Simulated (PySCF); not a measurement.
Ti(CH3)2 holds Ti(II), d2, at total charge 0. The structure is a PBE0-D3(BJ)/def2-TZVP geometry optimised for multiplicity 3; coordination irregular, point group C2v, metal–donor distances 2.10 Å.

The d shell alone is too small an active space for Ti(CH3)2 (an active orbital has only 0.68 squared overlap with the free ion's shell): its levels, fitted parameters, g values and moments show what this model gives and aren't sound predictions.

```
9

Ti    0.0000    0.0000    0.0000
C     1.8298    0.0000   -1.0257
H     2.4164    0.8875   -0.7493
H     2.4164   -0.8875   -0.7493
H     1.7094    0.0000   -2.1133
C    -1.8298    0.0000   -1.0257
H    -2.4164   -0.8875   -0.7493
H    -2.4164    0.8875   -0.7493
H    -1.7094    0.0000   -2.1133
```

Method (PySCF 2.14, density fitting): CASSCF(2,5) with orbitals averaged over all microstates of the shell, strongly contracted NEVPT2 on the averaged canonical orbitals; basis x2c-TZVPall on the metal, x2c-SVPall elsewhere; spin-free X2C; gas phase; spin-orbit coupling by state interaction with the mean-field operator over all roots.

**Question.** Which term lies lowest, and with what spin?

**Answer.** 3B2 (S = 1, orbital degeneracy 1), orbital occupations from the lowest 0.8 1.0 0.2 0.0 0.0, by NEVPT2.

**Question.** Where do the spin-allowed transitions within the shell lie?

**Answer.** By NEVPT2, the lowest six: 3A1 at 715 cm⁻¹; 3B1 at 6234 cm⁻¹ (1604 nm); 3A2 at 6681 cm⁻¹ (1497 nm); 3B2 at 7332 cm⁻¹ (1364 nm); 3A2 at 7633 cm⁻¹ (1310 nm); 3B1 at 9713 cm⁻¹ (1030 nm). The strongest, at 7332 cm⁻¹, has f = 1.6e-03.

**Question.** Which is the lowest state of another spin?

**Answer.** 1A1 at 6204 cm⁻¹ by NEVPT2; CASSCF alone puts it at 8314 cm⁻¹ above the same ground state.

**Question.** What ligand-field parameters describe the result?

**Answer.** At CASSCF level (the NEVPT2 levels don't fit a ligand-field model well): orbital energies 0, 592, 2711, 4765, 9493 cm⁻¹; B = 654 cm⁻¹; C = 2877 cm⁻¹; B over its free-ion value at the same level 0.736; the fit misses the states by 658 cm⁻¹ rms, so splittings below that are unsure; ζ = 103 cm⁻¹ (free ion 123).

**Question.** What are the magnetic parameters?

**Answer.** The ground multiplet can be fitted only roughly by a spin Hamiltonian with S = 1, g = 1.455, 1.924, 1.950, D = -13.49 cm⁻¹, E/|D| = 0.02 (spin-orbit part alone); the lowest levels hold 99 % of the spin-free ground state. μeff is 2.95 μB at 300 K and 2.27 μB at 10 K; the spin-only value is 2.83 μB.

NEVPT2 lifts 3B1 from 3674 to 6234 cm⁻¹; on the d shell alone such lifts tend to overshoot.

The job took 3.6 s on one thread of Arm Neoverse V2 (shared host), with 106 basis functions, launched as `OMP_NUM_THREADS=1 python lf_run.py task.json out`.
